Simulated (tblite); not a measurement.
Species: C₆H₁₅AlS.
Numbering: `[CH3:1][CH2:2][CH2:3][CH2:4][S@@+:5]1[CH2:6][CH2:7][AlH2-:8]1` (hydrogens: H9, H10, H11 on C1; H12, H13 on C2; H14, H15 on C3; H16, H17 on C4; H18, H19 on C6; H20, H21 on C7; H22, H23 on Al8)

Computed with GFN2-xTB (tblite), gas phase: L-BFGS steps from a force-field or distance-geometry start until the largest atomic force falls under 0.01 eV/Å.

Step 13: E = -675.1142 eV
```
atom  x, y, z in Å  |  force x, y, z in eV/Å
C1      3.2363    0.6294    0.9170    0.036   0.103   0.073
C2      2.1794   -0.2248    0.2395    0.027  -0.068  -0.026
C3      1.1868    0.5756   -0.5939   -0.155   0.025  -0.074
C4      0.0865   -0.3385   -1.1232   -0.098  -0.105   0.095
S5     -0.7603   -1.2464    0.2327   -0.061   0.164   0.048
C6     -1.6428    0.1314    1.0606    0.024  -0.059  -0.071
C7     -2.7790    0.5931    0.1283    0.091   0.047   0.177
Al8    -3.1705   -1.3154   -0.4469    0.041   0.098   0.061
H9      3.6831    1.3320    0.2211    0.051   0.022  -0.109
H10     2.7973    1.1963    1.7323   -0.030   0.085   0.046
H11     4.0267    0.0082    1.3294   -0.013  -0.033   0.002
H12     2.6497   -0.9620   -0.4068    0.133  -0.085  -0.083
H13     1.6186   -0.7704    0.9970    0.040  -0.066   0.087
H14     1.6870    1.0430   -1.4447    0.037  -0.038  -0.040
H15     0.7671    1.3844    0.0059   -0.073  -0.016   0.042
H16     0.5208   -1.1308   -1.7331   -0.042   0.050  -0.045
H17    -0.6873    0.1822   -1.6944    0.188  -0.006  -0.001
H18    -0.9203    0.9029    1.3476   -0.089  -0.138  -0.064
H19    -2.0202   -0.3442    1.9706   -0.086   0.120  -0.041
H20    -2.3286    1.2113   -0.6675   -0.099   0.023   0.052
H21    -3.4371    1.2815    0.6809    0.053  -0.153  -0.042
H22    -3.1274   -1.8286   -1.9058    0.062   0.025  -0.051
H23    -3.5706   -2.2833    0.7094   -0.036   0.006  -0.035
```

Step 14: E = -675.1229 eV
```
atom  x, y, z in Å  |  force x, y, z in eV/Å
C1      3.2393    0.6328    0.9181    0.010   0.084   0.032
C2      2.1820   -0.2240    0.2401    0.042  -0.071  -0.022
C3      1.1817    0.5700   -0.5936   -0.060   0.028  -0.025
C4      0.0798   -0.3444   -1.1203    0.002  -0.029   0.052
S5     -0.7651   -1.2485    0.2338   -0.032   0.057   0.018
C6     -1.6437    0.1254    1.0536   -0.060   0.052   0.024
C7     -2.7842    0.5960    0.1323    0.104   0.039   0.111
Al8    -3.1654   -1.3093   -0.4469   -0.024   0.073   0.000
H9      3.6901    1.3320    0.2203    0.026   0.015  -0.093
H10     2.7973    1.2026    1.7303    0.001   0.070   0.041
H11     4.0293    0.0081    1.3290   -0.052   0.002   0.015
H12     2.6614   -0.9569   -0.4050    0.092  -0.088  -0.087
H13     1.6260   -0.7731    0.9994    0.044  -0.062   0.067
H14     1.6821    1.0349   -1.4460    0.017  -0.029  -0.035
H15     0.7647    1.3793    0.0073   -0.077  -0.010   0.032
H16     0.5196   -1.1323   -1.7324   -0.076   0.033  -0.041
H17    -0.6849    0.1871   -1.6941    0.154  -0.053   0.006
H18    -0.9220    0.8948    1.3391   -0.030  -0.077  -0.035
H19    -2.0300   -0.3368    1.9655   -0.054   0.059  -0.002
H20    -2.3374    1.2144   -0.6645   -0.091   0.049   0.033
H21    -3.4354    1.2832    0.6930    0.042  -0.148  -0.043
H22    -3.1219   -1.8295   -1.9010    0.074   0.035  -0.083
H23    -3.5682   -2.2789    0.6978   -0.052  -0.032   0.033
```

Question: Estimate the geometry and energy of step 15. (The exact step hangs on the optimiser's Hessian estimate; all steps are aligned on step 14, rigid shifts and turns removed.)

Answer: E = -675.1276 eV, largest force 0.139 eV/Å
```
atom  x, y, z in Å  |  force x, y, z in eV/Å
C1      3.2411    0.6361    0.9190   -0.016   0.044  -0.015
C2      2.1841   -0.2248    0.2400    0.044  -0.045  -0.012
C3      1.1783    0.5674   -0.5937    0.033   0.002   0.026
C4      0.0765   -0.3483   -1.1176    0.064   0.019   0.020
S5     -0.7691   -1.2483    0.2344   -0.003  -0.037   0.012
C6     -1.6453    0.1230    1.0504   -0.077   0.090   0.072
C7     -2.7850    0.5983    0.1361    0.061   0.008   0.013
Al8    -3.1634   -1.3045   -0.4470   -0.060   0.030  -0.042
H9      3.6946    1.3324    0.2182    0.002  -0.002  -0.059
H10     2.7976    1.2074    1.7303    0.021   0.053   0.014
H11     4.0298    0.0082    1.3294   -0.069   0.032   0.021
H12     2.6694   -0.9558   -0.4057    0.047  -0.052  -0.056
H13     1.6308   -0.7757    1.0019    0.063  -0.046   0.025
H14     1.6797    1.0302   -1.4475   -0.008  -0.026  -0.014
H15     0.7620    1.3765    0.0088   -0.063  -0.019   0.012
H16     0.5174   -1.1326   -1.7328   -0.080   0.007  -0.031
H17    -0.6811    0.1884   -1.6933    0.093  -0.048  -0.010
H18    -0.9232    0.8890    1.3337    0.031  -0.010   0.001
H19    -2.0360   -0.3322    1.9627   -0.042   0.021   0.033
H20    -2.3441    1.2173   -0.6624   -0.065   0.067   0.019
H21    -3.4337    1.2821    0.6990    0.002  -0.104  -0.006
H22    -3.1176   -1.8298   -1.9004    0.077   0.051  -0.076
H23    -3.5677   -2.2774    0.6924   -0.055  -0.036   0.054
```

The energy changes by -0.0047 eV. The first-order estimate −F·Δx gives -0.0067 eV and the mean of the old and new forces, exact on a quadratic surface, -0.0047 eV. The step makes an angle of 57° with the force vector and moves no atom by more than 0.008 Å.

The cost below is that of the whole relaxation. Time: 2.0 s wall. Hardware: one thread of an Arm Neoverse N1, shared host with 64 logical CPUs at a one-minute load of 60.
